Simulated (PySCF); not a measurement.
Sn(H)(F)2(Et), C2H6F2Sn, SMILES C[CH2][SnH]([F])[F], PBE0/def2-SVP optimised geometry.

```
11

Sn    -0.75    -0.94     0.00
F      1.19    -0.94     0.00
F     -1.19     0.94     0.00
C     -1.38    -1.67     1.91
C     -2.10    -0.62     2.74
H     -1.21    -1.54    -1.53
H     -2.00    -2.57     1.75
H     -0.45    -2.01     2.40
H     -3.04    -0.29     2.26
H     -2.35    -1.01     3.73
H     -1.49     0.28     2.88
```

Density from PBE0/def2-TZVP, def2 effective core potentials past Kr (PySCF) at that geometry. The core electrons that the potentials of Sn replace are not part of the density.

Minimum of the electron density along straight lines between bonded atoms, close to the bond critical point (lines longer than 1.1 times the sum of covalent radii, or with two minima, are not listed):

```
bond    length / Å  ρ at the minimum / e bohr⁻³  ∇²ρ there / e bohr⁻⁵  position (fraction from the first atom)
------  ----------  ---------------------------  --------------------  ---------------------------------------
Sn1–F2       1.938                        0.117                  0.57                                     0.52
Sn1–F3       1.939                        0.117                  0.57                                     0.52
Sn1–C4       2.142                          [?]                  0.08                                     0.51
C4–C5        1.523                          [?]                   [?]                                     0.51
Sn1–H6       1.708                        0.116                  0.06                                     0.63
C4–H7        1.101                        0.271                 -0.90                                     0.64
C4–H8        1.101                        0.271                 -0.90                                     0.65
C5–H9        1.100                        0.273                 -0.92                                     0.64
C5–H10       1.102                        0.271                 -0.91                                     0.64
C5–H11       1.100                        0.274                 -0.93                                     0.64
```

Question: Complete the blanks.

Answer: 
- Sn1–C4, ρ at the minimum / e bohr⁻³: 0.109
- C4–C5, ρ at the minimum / e bohr⁻³: 0.243
- C4–C5, ∇²ρ there / e bohr⁻⁵: -0.59
